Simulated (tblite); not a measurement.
C7H7O2 (charge +1).
Atom-mapped SMILES: `[CH3:1][C:2](=[O:3])[c:4]1[cH:5][cH:6][cH:7][cH:8][o+:9]1` (hydrogens: H10, H11, H12 on C1; H13 on C5; H14 on C6; H15 on C7; H16 on C8)

Computed geometry: GFN2-xTB, gas phase.

Q: What internal coordinates does the optimisation give?

A: 
```json
{"bond": "C1–C2", "length (bohr)": "2.805", "order": "single"}
{"bond": "C2=O3", "length (bohr)": "2.260", "order": "double"}
{"bond": "C2–C4", "length (bohr)": "2.905", "order": "single"}
{"bond": "C4–C5", "length (bohr)": "2.623", "order": "aromatic"}
{"bond": "C5–C6", "length (bohr)": "2.629", "order": "aromatic"}
{"bond": "C6–C7", "length (bohr)": "2.639", "order": "aromatic"}
{"bond": "C7–C8", "length (bohr)": "2.605", "order": "aromatic"}
{"bond": "C8–O9", "length (bohr)": "2.475", "order": "aromatic"}
{"bond": "C4–O9", "length (bohr)": "2.485", "order": "aromatic"}
{"bond": "C1–H10, C1–H11, C1–H12", "length (bohr)": "2.057", "order": "single"}
{"bond": "C5–H13", "length (bohr)": "2.043", "order": "single"}
{"bond": "C6–H14", "length (bohr)": "2.042", "order": "single"}
{"bond": "C7–H15", "length (bohr)": "2.038", "order": "single"}
{"bond": "C8–H16", "length (bohr)": "2.048", "order": "single"}
```

Bonds in one row agree within 0.02 bohr and their mean is given. Orders are formal, as drawn. A selection of angles:
```json
{"angle": "C1–C2–O3", "degrees": "127.4"}
{"angle": "C1–C2–C4", "degrees": "115.1"}
{"angle": "O3–C2–C4", "degrees": "117.6"}
{"angle": "C2–C4–C5", "degrees": "120.9"}
{"angle": "C2–C4–O9", "degrees": "118.0"}
{"angle": "C5–C4–O9", "degrees": "121.1"}
{"angle": "C4–C5–C6", "degrees": "118.6"}
{"angle": "C5–C6–C7", "degrees": "118.7"}
{"angle": "C6–C7–C8", "degrees": "118.1"}
{"angle": "C7–C8–O9", "degrees": "122.1"}
{"angle": "C4–O9–C8", "degrees": "121.4"}
```

Torsions: C1–C2–C4–C5 176° (antiperiplanar). The mirror-image conformer, all signs reversed, is as good.

C6 (aromatic CH carbon) is planar (angles 120.7°, 120.6° and 118.7°, sum 360.0°, 0.00 Å off the plane of its three neighbours). C2 (ketone carbonyl carbon) is planar (angles 127.4°, 117.6° and 115.1°, sum 360.0°, 0.00 Å off the plane of its three neighbours). The 3 C–O bonds span 1.196 Å (C2=O3, drawn double) to 1.315 Å (C4–O9, aromatic), a spread of 0.119 Å. C4 (substituted aromatic carbon) is planar (angles 121.1°, 120.9° and 118.0°, sum 360.0°, 0.00 Å off the plane of its three neighbours). C7 (aromatic CH carbon) is planar (angles 121.6°, 120.3° and 118.1°, sum 360.0°, 0.00 Å off the plane of its three neighbours). O9 (ring oxygen) is bent (angle 121.4°). C5 (aromatic CH carbon) is planar (angles 122.7°, 118.6° and 118.6°, sum 360.0°, 0.00 Å off the plane of its three neighbours).

Point group: near Cs, missed by 0.21 Å at most; the miss may be what the optimiser left on a soft mode. Its GFN2-xTB frequencies are all real (lowest 40 cm⁻¹).
